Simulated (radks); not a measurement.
Values are calculated unless marked as measured or tabulated.
The palladium ion Pd+ inside a hard spherical wall (all orbitals vanish at R), configuration held at [Kr] 4d9 and not refilled when levels cross. Code: a radial shooting solver on a logarithmic mesh with Libxc functionals. Model: scalar-relativistic Kohn-Sham, PBE, spin-polarised, spherical densities, finite nucleus; open shells are filled with parallel spins first (spin-orbit coupling, left out, can overturn this in heavy ions); Fermi nuclear charge, rms radius 4.5318 fm. Eigenvalues in eV for spin up, with the zero of energy where the potential of the charges vanishes at infinity; a dash marks a level that is unbound or too diffuse for the functional's potential to be trusted. A positive occupied level is held by the wall or, in an anion where self-interaction has pushed it up, behind a barrier. The pressure on the wall is -dE/dV.

| R (bohr) | E (hartree) | kinetic (hartree) | e(3d) | e(4s) | e(4p) | e(4d) | e(5s, empty) | e(5p, empty) | pressure (GPa) |
|---|---|---|---|---|---|---|---|---|---|
| free | -5045.46550 | 5233.221 | -336.97 | -96.995 | -62.797 | -14.931 | -11.181 | -6.332 | 0 |
| 15 | -5045.46550 | 5233.221 | -336.97 | -96.995 | -62.797 | -14.931 | -11.181 | -6.332 | < 0.0001 |
| 10 | -5045.46550 | 5233.221 | -336.97 | -96.995 | -62.797 | -14.931 | -11.180 | -6.314 | < 0.0001 |
| 6 | -5045.46317 | 5233.244 | -336.83 | -96.864 | -62.670 | -14.816 | -10.853 | -5.270 | 0.280 |
| 3.5 | -5045.22416 | 5234.590 | -331.81 | -92.541 | -58.538 | -10.756 | -1.495 | 8.822 | 89.5 |
| 3 | -5044.80961 | 5236.583 | -326.53 | -88.345 | -54.533 | -6.417 | 8.938 | 22.282 | 353 |
| 2.5 | -5043.51332 | 5242.454 | -315.01 | -79.858 | -46.216 | 3.285 | 33.549 | 51.899 | 1690 |
| 1.5 | -5016.12314 | 5344.045 | -212.66 | 0.123 | 40.297 | 105.64 | 305.15 | 341.36 | 97100 |
